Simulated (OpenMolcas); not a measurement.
Cu2+: effect of the active space

| Property | Result |
| --- | --- |
| Program | OpenMolcas 26.06 |
| Method | MS-CASPT2 or its RAS form, IPEA 0.25 Eh, imaginary shift 0.1 Eh |
| Basis | ANO-RCC-VTZP |
| Scalar Hamiltonian | DKH2, point nucleus |
| Spin-orbit coupling | RASSI with atomic mean-field integrals over the reference wave functions, term energies averaged over their components |

A. 9 electrons in 6 orbitals (3d 4s); 2S+1 = 4 even, 10 roots; 2S+1 = 2 even, 29 roots; closed shells correlated: 3s 3p; CASPT2 step roughly 11 core-seconds
B. 9 electrons in 9 orbitals (RAS2 3d 4s; RAS3 4p, at most 2 electrons); 2S+1 = 2 even, 30 roots; 2S+1 = 4 even, 10 roots kept (CI in the orbitals of an earlier block); 2S+1 = 2 odd, 21 roots; 2S+1 = 4 odd, 24 roots kept (CI in the orbitals of an earlier block); closed shells correlated: 3s 3p; CASPT2 step roughly 2.9 core-minutes

Energies in cm-1 above 3d9 2D 5/2, the measured ground level; measured values from Sugar and Musgrove, J. Phys. Chem. Ref. Data 19, 527 (1990).

```json
{"Level": "3d9 2D 5/2", "A": "0.0", "B": "0.0", "Measured": "0.0"}
{"Level": "3d9 2D 3/2", "A": "2190", "B": "2190", "Measured": "2072"}
{"Level": "3d8 4s 4F 9/2", "A": "64670", "B": "63510", "Measured": "60805"}
{"Level": "3d8 4s 4F 7/2", "A": "65800", "B": "64690", "Measured": "62065"}
{"Level": "3d8 4s 4F 5/2", "A": "66920", "B": "65740", "Measured": "63149"}
{"Level": "3d8 4s 4F 3/2", "A": "67670", "B": "66480", "Measured": "63887"}
{"Level": "3d8 4s 2F 7/2", "A": "68650", "B": "68650", "Measured": "67017"}
{"Level": "3d8 4s 2F 5/2", "A": "70480", "B": "70530", "Measured": ""}
```

Deviations, from unrounded energies. A percentage is the sum of absolute deviations over the sum of measured energies, with the sign that they share, or ± where signs differ.

```tsv
Against measurement	Levels	A	B
mean absolute deviation (cm-1)	6	2800	2000
fine structure of the ground term (%)	1	+5.5	+5.7
other configurations (%)	5	+5.3	+3.8
```

B lies closest to measurement on these levels. The largest miss of B in the table is 3d8 4s 4F 9/2, by +2700 cm-1. The ranking rests on the paired levels alone, and a cruder setting can come out closer through cancelling errors.

Between A and B the level of the table that moves most is 3d8 4s 4F 3/2, by 1200 cm-1 (lowest in B, highest in A). Moves below CASPT2's spread within the term are not significant.

CASPT2 breaks the degeneracy within a term, and the mean is taken; among the terms shown or strongly mixed into the levels shown the widest spread is 1100 cm-1 (3d8 4s 2F, B). A single d shell beside an s shell can misplace configurations of different d count against each other. Some levels mix across a computed gap that differs much from the measured one, so their mixing is not that of the real levels (holds for A). Terms from blocks run as CI alone lack orbitals of their own (holds for B). Computed and measured levels are paired by configuration, term and J; levels that our copy of the source lacks, or whose pairing is in doubt (as where it misses far off the trend of its configuration), stay unpaired and out of the deviations. Only configurations of the active space appear. The table leaves out levels that lie high or whose names do not pair safely across all columns.
